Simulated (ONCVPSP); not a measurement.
Before and after: ONCV potential for hydrogen (H)

* Element: H (Z = 1)
* Generator: ONCVPSP 4.0.1
* Type: optimised norm-conserving Vanderbilt (ONCV)
* Functional: PBEsol
* Relativity: fully relativistic
* Frozen core: none
* Valence charge: 1
* Reference configuration: 1s0.5 (charge +0.5)
* Partial waves: 1s: rc 1.35 bohr, ncon 4, nbas 7, qcut 10 1/bohr, 2 projectors, debl 2.6 Ha; p scattering state at 0.04 Ha: rc 1.40 bohr, ncon 4, nbas 7, qcut 5.7 1/bohr, 3 projectors, debl 2.1 Ha
* Local potential: polynomial inside 1.30 bohr (lpopt 5, dvloc0 -1 Ha)
* Core correction: none

Open shells are filled in proportion to 2j + 1.

Change: s: rc 1.06; local potential polynomial inside 1.06 bohr (lpopt 5, dvloc0 -1 Ha).

Cutoffs: the cutoffs (Ha) at which the residual kinetic energy of the hardest occupied pseudo-wave falls to 1 and 0.1 mHa per electron; they do not see the model core or the augmentation charge, which bear on the density cutoff. Errors are all-electron minus pseudo energies relative to the spin-unpolarised reference configuration.

Problem. Predict the effect on cutoff, ghosts and configuration errors.

Solution. The potential gets harder (18 Ha and 26 Ha → 22 Ha and 32 Ha); neither file shows a bound ghost. A smaller radius makes the pseudo-wave follow the all-electron one further in, where it bends more sharply, so more plane waves are needed.

```tsv
quantity	base	changed
cutoff, loose	18 Ha	22 Ha
cutoff, tight	26 Ha	32 Ha
bound ghosts	none	none
GHOST(+) flags under 300 eV	none	none
error for 1s1, meV [ΔE -4.66 eV]	+1.2	+0.6
p3/2: phases at 1.42 bohr within 0.05 rad from the reference energy up to (Ha; the scan ends near 5)	to the end of the scan	to the end of the scan
p1/2: phases at 1.42 bohr within 0.05 rad from the reference energy up to (Ha; the scan ends near 5)	to the end of the scan	to the end of the scan
```
